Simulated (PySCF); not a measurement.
3-bromofuran, C₄H₃BrO, SMILES Brc1ccoc1, point group Cs.

Force field and properties: B3LYP/pcSseg-1 (PySCF, grid level 2). Vibrational terms come from second-order perturbation theory with semi-diagonal cubic constants, by steps of ±0.6 along the normal coordinates of each isotopologue. The parent has the commonest isotopes.

Equilibrium geometry (Å):

```
atom        x        y        z
 Br1   2.7935   0.2729   0.0736
  C2   0.9311   0.0036   0.0181
  C3  -0.0732   1.0227  -0.0267
  C4  -1.2565   0.3580  -0.0557
  O5  -1.0539  -0.9886  -0.0321
  C6   0.2914  -1.1949   0.0131
  H7   0.0817   2.0920  -0.0354
  H8  -2.2874   0.6779  -0.0924
  H9   0.6276  -2.2196   0.0368
```

Task: Give the equilibrium and ground-state rotational constants (MHz) of parent; ¹³C at 3.

Result: 
| species | Ae | Be | Ce | A0 | B0 | C0 | Δ0 (u Å²) | harmonic ZPE (cm⁻¹) |
| --- | --- | --- | --- | --- | --- | --- | --- | --- |
| parent | 9329.7 | 1257.5 | 1108.1 | 9253.8 | 1252.2 | 1102.7 | 0.111 | 13175 |
| ¹³C at 3 | 9100.9 | 1252.3 | 1100.8 | 9027.6 | 1247.1 | 1095.5 | 0.113 | 13128 |

Δ0 = Ic − Ia − Ib from the ground-state constants.

Task: How is the parent's vibrational correction B0 − Be made up?

Result: 
```
axis  harmonic  Coriolis  cubic  total (MHz)
   a      10.6     -8.34  -78.2        -75.9
   b     0.743    -0.189  -5.79        -5.24
   c     0.296    -0.104   -5.6        -5.41
```

Task: And its quartic centrifugal distortion constants from the harmonic force field?

Result: Asymmetric top, A reduction, Ir representation: ΔJ = 0.0516 kHz, ΔJK = 0.736 kHz, ΔK = 2.52 kHz, δJ = 0.00644 kHz, δK = 0.51 kHz.

A mode lies under 250 cm⁻¹, where this perturbation treatment is rough.
